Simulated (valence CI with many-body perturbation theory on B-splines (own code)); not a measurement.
**Pr38+: M1 decay**

Method: valence CI with perturbative core correlation (CI+MBPT): three valence electrons over a frozen Dirac-Fock core [Ar], a basis of 7 s, 7 p, 8 d, 6 f, 4 g, 1 h functions for each j, with the one-electron correlation potential Σ1 (screened to all orders), the two-electron term Σ2, the three-electron term Σ3, Breit, model QED; selected single and double excitations, second order for the rest, scaled by the run's own slope (own B-spline code, finite nucleus).

No measured spectrum was set against this ion. As an estimate, large intervals hold to a few tenths of a per cent, small ones and those within an open d or f shell to about a per cent. Only levels of the ground parity were solved; by the run's estimate the other parity begins above the list, which can be wrong where configurations are misplaced.

Lines 1 to 50 of 65 in falling wavelength, among levels below 773800 cm⁻¹, chosen from the decays that carry over 1 % of a level's rate. Wavelengths and rates use the calculated energies. S is in atomic units (e²a₀⁴ for E2 and M2, e²a₀⁶ for E3), for M1 in squared Bohr magnetons. Weak lines are less certain than strong ones. Lines between different terms over intervals too small for the method are left out, as are lines whose strength nearly cancels. The highest levels of a list are the least certain.

Levels are named by their leading jj configuration (3d3/2^4 stands for four electrons in 3d with j = 3/2), which in mixed levels can hold well under half, so a name can repeat and another be missing. Letters in brackets count levels of one name in rising energy.

```
λ vac (Å)                      Upper                      Lower  Type   A (s⁻¹)  S (a.u.)
    10100      (3d3/2^2 3d5/2) J=9/2      (3d3/2^2 3d5/2) J=7/2    M1  9.16e+00  3.50e+00
     3511      (3d3/2^2 3d5/2) J=1/2      (3d3/2^2 3d5/2) J=3/2    M1  5.36e+02  1.72e+00
     2240      (3d3/2^2 3d5/2) J=3/2  (3d3/2^2 3d5/2) J=5/2 [a]    M1  9.52e+02  1.59e+00
     1840      (3d3/2^2 3d5/2) J=7/2  (3d3/2^2 3d5/2) J=5/2 [a]    M1  3.09e+03  5.71e+00
     1637     (3d3/2 3d5/2^2) J=11/2      (3d3/2 3d5/2^2) J=9/2    M1  1.27e+03  2.47e+00
     1398  (3d3/2 3d5/2^2) J=5/2 [b]  (3d3/2 3d5/2^2) J=3/2 [a]    M1  2.40e+03  1.46e+00
     1028  (3d3/2 3d5/2^2) J=5/2 [a]  (3d3/2 3d5/2^2) J=7/2 [a]    M1  3.02e+03  7.32e-01
    918.7            (3d5/2^3) J=3/2  (3d3/2 3d5/2^2) J=3/2 [b]    M1  5.44e+03  6.26e-01
    805.7  (3d3/2 3d5/2^2) J=5/2 [a]  (3d3/2^2 3d5/2) J=5/2 [b]    M1  8.52e+03  9.91e-01
    767.9  (3d3/2^2 3d5/2) J=5/2 [b]      (3d3/2^2 3d5/2) J=7/2    M1  2.28e+03  2.29e-01
    714.5  (3d3/2^2 3d5/2) J=5/2 [b]      (3d3/2^2 3d5/2) J=3/2    M1  1.72e+04  1.40e+00
    710.1  (3d3/2 3d5/2^2) J=7/2 [b]  (3d3/2 3d5/2^2) J=7/2 [a]    M1  5.62e+03  5.96e-01
    693.5            (3d5/2^3) J=9/2     (3d3/2 3d5/2^2) J=11/2    M1  7.96e+03  9.84e-01
    663.5  (3d3/2 3d5/2^2) J=5/2 [b]  (3d3/2^2 3d5/2) J=5/2 [b]    M1  4.15e+04  2.70e+00
    657.3  (3d3/2^2 3d5/2) J=5/2 [a]            (3d3/2^3) J=3/2    M1  9.92e+04  6.27e+00
    645.5  (3d3/2 3d5/2^2) J=3/2 [b]      (3d3/2 3d5/2^2) J=1/2    M1  2.08e+04  8.28e-01
    637.1            (3d5/2^3) J=5/2  (3d3/2 3d5/2^2) J=3/2 [b]    M1  1.04e+04  5.97e-01
    636.5  (3d3/2 3d5/2^2) J=7/2 [a]      (3d3/2^2 3d5/2) J=7/2    M1  4.12e+04  3.15e+00
    596.2  (3d3/2 3d5/2^2) J=7/2 [b]  (3d3/2^2 3d5/2) J=5/2 [b]    M1  5.35e+03  3.37e-01
    594.9      (3d3/2 3d5/2^2) J=9/2      (3d3/2^2 3d5/2) J=9/2    M1  7.55e+04  5.89e+00
    584.1  (3d3/2 3d5/2^2) J=3/2 [b]  (3d3/2 3d5/2^2) J=3/2 [a]    M1  3.44e+04  1.02e+00
    561.8      (3d3/2 3d5/2^2) J=9/2      (3d3/2^2 3d5/2) J=7/2    M1  4.85e+04  3.19e+00
    541.8  (3d3/2^2 3d5/2) J=5/2 [b]  (3d3/2^2 3d5/2) J=5/2 [a]    M1  3.98e+03  1.41e-01
    524.5  (3d3/2 3d5/2^2) J=3/2 [a]      (3d3/2^2 3d5/2) J=1/2    M1  2.97e+04  6.35e-01
    508.2      (3d3/2^2 3d5/2) J=3/2            (3d3/2^3) J=3/2    M1  9.01e+04  1.75e+00
    487.1            (3d5/2^3) J=9/2      (3d3/2 3d5/2^2) J=9/2    M1  1.16e+05  4.97e+00
    483.3      (3d3/2 3d5/2^2) J=1/2      (3d3/2^2 3d5/2) J=1/2    M1  1.69e+05  1.41e+00
    472.9  (3d3/2 3d5/2^2) J=7/2 [a]  (3d3/2^2 3d5/2) J=5/2 [a]    M1  1.74e+05  5.47e+00
    456.3  (3d3/2 3d5/2^2) J=3/2 [a]      (3d3/2^2 3d5/2) J=3/2    M1  1.75e+05  2.46e+00
    444.0      (3d3/2^2 3d5/2) J=1/2            (3d3/2^3) J=3/2    M1  3.27e+04  2.12e-01
    442.1            (3d5/2^3) J=9/2  (3d3/2 3d5/2^2) J=7/2 [a]    M1  1.55e+05  4.97e+00
    436.3     (3d3/2 3d5/2^2) J=11/2      (3d3/2^2 3d5/2) J=9/2    M1  5.43e+04  2.00e+00
    425.3            (3d5/2^3) J=3/2  (3d3/2 3d5/2^2) J=5/2 [a]    M1  1.22e+05  1.39e+00
    424.8      (3d3/2 3d5/2^2) J=1/2      (3d3/2^2 3d5/2) J=3/2    M1  8.04e+03  4.57e-02
    417.3            (3d5/2^3) J=5/2  (3d3/2 3d5/2^2) J=7/2 [b]    M1  4.79e+04  7.74e-01
    399.4  (3d3/2 3d5/2^2) J=3/2 [b]  (3d3/2^2 3d5/2) J=5/2 [b]    M1  1.03e+05  9.76e-01
    393.2  (3d3/2 3d5/2^2) J=5/2 [a]      (3d3/2^2 3d5/2) J=7/2    M1  1.82e+04  2.46e-01
    389.7            (3d5/2^3) J=5/2  (3d3/2 3d5/2^2) J=5/2 [b]    M1  1.09e+05  1.44e+00
    379.1            (3d5/2^3) J=3/2      (3d3/2 3d5/2^2) J=1/2    M1  5.29e+04  4.27e-01
    379.1  (3d3/2 3d5/2^2) J=3/2 [a]  (3d3/2^2 3d5/2) J=5/2 [a]    M1  9.24e+04  7.47e-01
    378.7  (3d3/2 3d5/2^2) J=5/2 [a]      (3d3/2^2 3d5/2) J=3/2    M1  7.79e+04  9.41e-01
    357.1            (3d5/2^3) J=3/2  (3d3/2 3d5/2^2) J=3/2 [a]    M1  8.93e+04  6.03e-01
    355.9  (3d3/2 3d5/2^2) J=5/2 [b]      (3d3/2^2 3d5/2) J=7/2    M1  4.68e+04  4.69e-01
    353.1            (3d5/2^3) J=5/2  (3d3/2 3d5/2^2) J=5/2 [a]    M1  6.01e+04  5.89e-01
    347.2  (3d3/2 3d5/2^2) J=7/2 [b]      (3d3/2^2 3d5/2) J=9/2    M1  3.33e+04  4.13e-01
    344.0  (3d3/2 3d5/2^2) J=5/2 [b]      (3d3/2^2 3d5/2) J=3/2    M1  4.66e+03  4.22e-02
    335.6  (3d3/2 3d5/2^2) J=7/2 [b]      (3d3/2^2 3d5/2) J=7/2    M1  2.66e+04  2.98e-01
    323.9  (3d3/2 3d5/2^2) J=5/2 [a]  (3d3/2^2 3d5/2) J=5/2 [a]    M1  1.52e+04  1.15e-01
    304.7            (3d5/2^3) J=5/2  (3d3/2 3d5/2^2) J=3/2 [a]    M1  1.32e+05  8.34e-01
    298.2  (3d3/2 3d5/2^2) J=5/2 [b]  (3d3/2^2 3d5/2) J=5/2 [a]    M1  3.44e+03  2.03e-02
```
